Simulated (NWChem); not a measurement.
System: GeIF$_{3}$; SMILES [F][Ge]([F])([F])[I]

Excerpt of the output:

```
             Northwest Computational Chemistry Package (NWChem) 7.3.0
             --------------------------------------------------------

 C3  symmetry detected

                             Geometry "geometry" -> ""
                             -------------------------

 Output coordinates in angstroms (scale by  1.889725989 to convert to a.u.)

  No.       Tag          Charge          X              Y              Z
 ---- ---------------- ---------- -------------- -------------- --------------
    1 F                    9.0000    -1.40178013    -0.73425571     1.65229348
    2 Ge                  32.0000    -0.00000000    -0.00000000     1.00138548
    3 F                    9.0000     0.06500596     1.58110506     1.65229348
    4 F                    9.0000     1.33677416    -0.84684935     1.65229348
    5 I                   53.0000     0.00000000     0.00000000    -1.44634452

 Effective nuclear repulsion energy (a.u.)     898.4243366407

      Symmetry information
      --------------------

 Group name             C3
 Group number              5
 Group order               3
 No. of unique centers     3

                                 NWChem DFT Module
                                 -----------------

 Summary of "ao basis" -> "ao basis" (spherical)
 ------------------------------------------------------------------------------
       Tag                 Description            Shells   Functions and Types
 ---------------- ------------------------------  ------  ---------------------
 F                         def2-svpd                 9       23   4s3p2d
 Ge                        def2-svpd                14       38   6s4p4d
 I                         def2-svpd                13       35   5s5p3d

      Symmetry analysis of basis
      --------------------------

        a          50
        e+         46
        e-         46

  Rotation of axis

            General Information
            -------------------
          SCF calculation type: DFT
          Wavefunction type:  closed shell.
          No. of atoms     :     5
          No. of electrons :    84
           Alpha electrons :    42
            Beta electrons :    42
          Charge           :     0
          Spin multiplicity:     1
          Use of symmetry is: on ; symmetry adaption is: on
          Maximum number of iterations: 150
          AO basis - number of functions:   142
                     number of shells:    54
          Convergence on energy requested:  1.00D-06
          Convergence on density requested:  1.00D-05
          Convergence on gradient requested:  5.00D-04

              XC Information
              --------------
                    Becke 1988 Exchange Functional  1.000
              Lee-Yang-Parr Correlation Functional  1.000

             Grid Information
             ----------------
          Grid used for XC integration:  medium
          Radial quadrature: Mura-Knowles
          Angular quadrature: Lebedev.
          Tag              B.-S. Rad. Rad. Pts. Rad. Cut. Ang. Pts.
          ---              ---------- --------- --------- ---------
          F                   0.50       49          13.0       434
          Ge                  1.25      112          13.0       590
          I                   1.40      123          12.0       590
          Grid pruning is: on
          Number of quadrature shells:   284
          Spatial weights used:  Erf1

      Superposition of Atomic Density Guess
      -------------------------------------

 Sum of atomic energies:       -2720.06200176

      Non-variational initial energy
      ------------------------------

 Total energy =   -2670.171819
 1-e energy   =   -5006.732486
 2-e energy   =    1746.825107
 HOMO         =      -0.366015
 LUMO         =      -0.054376

      Symmetry analysis of molecular orbitals - initial
      -------------------------------------------------

  Numbering of irreducible representations:

     1 a           2 e+          3 e-

  Orbital symmetries:

     1 a           2 a           3 e+          4 e+          5 a
     6 a           7 e+          8 e+          9 a          10 a
    11 a          12 e+         13 e+         14 e+         15 e+
    16 a          17 a          18 e+         19 e+         20 e+
    21 e+         22 a          23 e+         24 e+         25 e+
    26 e+         27 a          28 e+         29 e+         30 a
    31 a          32 e+         33 e+         34 a          35 e+
    36 e+         37 e+         38 e+         39 a          40 a
    41 e+         42 e+         43 a          44 a          45 e+
    46 e+         47 a          48 e+         49 e+         50 a
    51 e+         52 e+

   convergence    iter        energy       DeltaE   RMS-Dens  Diis-err
 ---------------- ----- ----------------- --------- --------- ---------
 d= 0,ls=0.0,diis     1  -2673.7142126036 -3.26D+03  2.87D-02  1.44D+00
 d= 0,ls=0.0,diis     2  -2673.2064016691  5.08D-01  1.44D-02  7.55D+00
 d= 0,ls=0.0,diis     3  -2673.8858272430 -6.79D-01  3.26D-03  6.96D-02
 d= 0,ls=0.0,diis     4  -2673.8873978298 -1.57D-03  1.97D-03  3.11D-02
 d= 0,ls=0.0,diis     5  -2673.8919942926 -4.60D-03  5.64D-04  6.42D-03
  Resetting Diis
 d= 0,ls=0.0,diis     6  -2673.8928747427 -8.80D-04  7.25D-05  6.52D-05
 d= 0,ls=0.0,diis     7  -2673.8928828378 -8.10D-06  1.70D-05  1.83D-06
 d= 0,ls=0.0,diis     8  -2673.8928828235  1.44D-08  8.04D-06  2.12D-06

         Total DFT energy =    -2673.892882823482
      One electron energy =    -5003.491101293819
           Coulomb energy =     1872.541214860901
    Exchange-Corr. energy =     -132.678556303150
 Nuclear repulsion energy =      589.735559912587

 Numeric. integr. density =       83.999998348744

                  Occupations of the irreducible representations
                  ----------------------------------------------

                     irrep           alpha         beta
                     --------     --------     --------
                     a                16.0         16.0
                     e+               26.0         26.0
                     e-                0.0          0.0

                       DFT Final Molecular Orbital Analysis
                       ------------------------------------

 Vector   40  Occ=2.000000D+00  E=-3.517834D-01  Symmetry=a
              MO Center= -2.4D-14,  2.8D-14,  9.6D-02, r^2= 4.6D+00
   Bfn.  Coefficient  Atom+Function         Bfn.  Coefficient  Atom+Function
  ----- ------------  ---------------      ----- ------------  ---------------
   121      0.431694  5 I  pz               124      0.277116  5 I  pz
     7     -0.266796  1 F  pz                68     -0.266796  3 F  pz
    91     -0.266796  4 F  pz                27      0.180052  2 Ge s
   118     -0.172085  5 I  pz                10      0.170190  1 F  pz
    38     -0.169849  2 Ge pz                71      0.170190  3 F  pz

 Vector   41  Occ=2.000000D+00  E=-2.795370D-01  Symmetry=e+
              MO Center= -5.0D-03,  3.7D-03, -1.3D+00, r^2= 2.3D+00
   Bfn.  Coefficient  Atom+Function         Bfn.  Coefficient  Atom+Function
  ----- ------------  ---------------      ----- ------------  ---------------
   120      0.536559  5 I  py               123      0.421796  5 I  py
   119      0.312295  5 I  px               122      0.245499  5 I  px
   117     -0.213480  5 I  py               114     -0.172828  5 I  py
   116     -0.124253  5 I  px               113     -0.100592  5 I  px
    68     -0.077608  3 F  pz                 7      0.074310  1 F  pz

 Vector   42  Occ=2.000000D+00  E=-2.795370D-01  Symmetry=e+
              MO Center=  5.0D-03, -3.7D-03, -1.3D+00, r^2= 2.3D+00
   Bfn.  Coefficient  Atom+Function         Bfn.  Coefficient  Atom+Function
  ----- ------------  ---------------      ----- ------------  ---------------
   119      0.536559  5 I  px               122      0.421796  5 I  px
   120     -0.312295  5 I  py               123     -0.245499  5 I  py
   116     -0.213480  5 I  px               113     -0.172828  5 I  px
   117      0.124253  5 I  py               114      0.100592  5 I  py
    91     -0.087710  4 F  pz                39      0.071544  2 Ge px

 Vector   43  Occ=0.000000D+00  E=-1.301437D-01  Symmetry=a
              MO Center= -3.3D-15,  2.4D-15, -1.6D-01, r^2= 4.8D+00
   Bfn.  Coefficient  Atom+Function         Bfn.  Coefficient  Atom+Function
  ----- ------------  ---------------      ----- ------------  ---------------
    28      0.855656  2 Ge s                 27      0.817421  2 Ge s
   124     -0.465781  5 I  pz               121     -0.408495  5 I  pz
    26     -0.405677  2 Ge s                110     -0.272714  5 I  s
   111     -0.220272  5 I  s                 29      0.196044  2 Ge s
     4     -0.187925  1 F  s                 65     -0.187925  3 F  s

[...]

                         DFT ENERGY GRADIENTS

    atom               coordinates                        gradient
                 x          y          z           x          y          z
   1 F      -2.648980  -1.387542   3.122382    0.020965   0.010986  -0.010273
   2 Ge     -0.000000  -0.000000   1.892344   -0.000000   0.000000   0.015950
   3 F       0.122843   2.987855   3.122382   -0.000968  -0.023649  -0.010273
   4 F       2.526137  -1.600313   3.122382   -0.019996   0.012663  -0.010273
   5 I       0.000000   0.000000  -2.733195    0.000000  -0.000000   0.014870
```

Level: BLYP/def2-SVPD with def2 effective core potentials on I. Structure relaxed at the PBE0/def2-SVP level. Not confirmed as a minimum by frequencies. def2 effective core potentials on I; no spin-orbit coupling.

Question: Write an input that gives this output.

Answer: This is not unique; one that fits is the input that was run:
```
start job
memory heap 200 mb stack 900 mb global 1100 mb
geometry units angstroms noautoz
  F     -1.205182    -1.025502     1.671561
  Ge     0.000000     0.000000     1.020653
  F     -0.285520     1.556470     1.671561
  F      1.490702    -0.530967     1.671561
  I      0.000000     0.000000    -1.427077
end
basis spherical
  F library def2-svpd
  Ge library def2-svpd
  I library def2-svpd
end
ecp
  I library def2-ecp
end
dft
  xc becke88 lyp
  iterations 150
end
task dft gradient
```
